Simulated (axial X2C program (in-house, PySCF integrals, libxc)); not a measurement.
## ONdS⁺: the levels of the configuration f(δφ)1 f(π)0

Computed with an in-house all-electron X2C program for linear molecules (integrals from PySCF): two-component X2C with atomic mean-field Coulomb and Gaunt terms, basis O dyall-v2z, Nd dyall-v2z, S dyall-v2z (cores contracted in-house). Orbitals come from Hartree–Fock averaged over the configuration Nd f(δφ)1 f(π)0; CI then distributes these electrons over the f(δφ), f(π) shells of Nd.

O–Nd–S held linear, bonds 1.683 and 2.150 Å (the second held) (near the minimum of the configuration average).

Lowest levels of this model:

| Ω | energy (cm⁻¹) | g∥ | configuration |
| --- | --- | --- | --- |
| 5/2 | 0 | 4.24 | 100% f(δφ)1 |
| 3/2 | 3707 | 2.08 | 100% f(δφ)1 |
| 7/2 | 3880 | 8.00 | 100% f(δφ)1 |
| 5/2 | 7711 | 5.76 | 100% f(δφ)1 |

g∥ is the magnitude of 2⟨Lz + ge Sz⟩ for the +Ω component.

Q: From Ω and g∥ of the lowest level, whose 2⟨Lz + ge Sz⟩ is positive, find ⟨Sz⟩ and ⟨Lz⟩ (ge = 2.0023).

A: Ω = ⟨Lz⟩ + ⟨Sz⟩ = 5/2 and ⟨Lz⟩ + ge⟨Sz⟩ = 2.120, so ⟨Sz⟩ = -0.38 and ⟨Lz⟩ = 2.88.

Occupations of the active spinors in the lowest level by ω, shell by shell in order of energy: -7/2: 0.00; -5/2: 0.00 0.00; -3/2: 0.00 0.00; -1/2: 0.00; 1/2: 0.00; 3/2: 0.00 0.00; 5/2: 0.91 0.09; 7/2: 0.00. The leading determinant has weight 0.91 among 2.

This point took 2.5 s on 1 thread of AMD EPYC 7R43 64-Core Processor (Zen 3), on a shared host.

There is no dynamic correlation: spin–orbit spacings and, for f shells, spacings inside one term are the most reliable numbers, splittings between terms come out too wide, and energies between configurations are not reliable, so the lowest level need not be the ground state of the molecule. At most 6 roots were kept for each Ω > 0 (twice that for Ω = 0) within 3.5 eV of the lowest, so higher up levels can be missing between those listed; levels with Ω > 0 are doubly degenerate and listed once, Ω = 0 levels singly. States that fill the shells left empty in the average are placed too high. The molecule was held linear; bending was not examined.
